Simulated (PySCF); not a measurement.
# Structure from 2D NMR

Compound of formula C₅H₁₅NP₂Si. Correlations simulated from computed shifts and the bond graph:

HSQC (one-bond C–H):
| δH | δC |
| --- | --- |
| 2.93 | 19.3 |
| 2.04 | 34.9 |
| 1.56 | 19.3 |
| 1.50 | 34.9 |
| 1.19 | 23.8 |

COSY cross peaks (H two or three bonds apart, from the bond graph; peaks can be absent where the dihedral angle is near 90°):
| δH | δH |
| --- | --- |
| 2.93 | 2.04 |
| 2.93 | 1.56 |
| 2.93 | 1.50 |
| 2.04 | 1.56 |
| 2.04 | 1.50 |
| 1.56 | 1.50 |

HMBC (two and three bonds, from the bond graph):
| δH | δC |
| --- | --- |
| 3.88 | 19.3 |
| 2.93 | 34.9, 19.3 |
| 2.04 | 34.9, 23.8, 19.3 |
| 1.56 | 34.9, 19.3 |
| 1.50 | 34.9, 23.8, 19.3 |
| 1.19 | 34.9 |

- coordinates at the GFN2-xTB level
- shieldings: GIAO PBE0/pcSseg-1
- run in PySCF
- isolated molecule, no relativistic terms, one averaged value for each set of equivalent atoms, one computed conformer

Referencing at the same level of theory: $^{1}$H and $^{13}$C against TMS.

Exchangeable hydrogens are left out of these lists.

Task: Which molecule is this?

Result: `C1P(C)(=N)CCP([SiH3])C1`.

Numbering as in the mapped SMILES `[CH3:1][P:2]1(=[NH:3])[CH2:4][CH2:5][P:6]([SiH3:7])[CH2:8][CH2:9]1`. Hydrogens are named by the atom that carries them.

1. δC 34.9 is C4/C9, an sp3 CH2 bonded to P (δH 2.04, 1.50).
2. δC 23.8 is C1, a methyl carbon bonded to P (δH 1.19).
3. δC 19.3 is C5/C8, an sp3 CH2 bonded to P (δH 2.93, 1.56).
4. COSY links 2.93–2.04, 2.93–1.56, 2.93–1.50, 2.04–1.56, 2.04–1.50, 1.56–1.50.

The data come from this structure; uniqueness wasn't tested.

OH/NH shifts are gas-phase values; hydrogen bonding in solution moves them, usually downfield. Shifts are as computed. Against solution values, carbons near 30 ppm lie about +3 ppm off and those near 130 ppm about +5 ppm. Of 1211 compounds with measured shifts, 218 miss one by over three times the rms of a fit or turn the order of signals round; such compounds aren't used in these exercises.
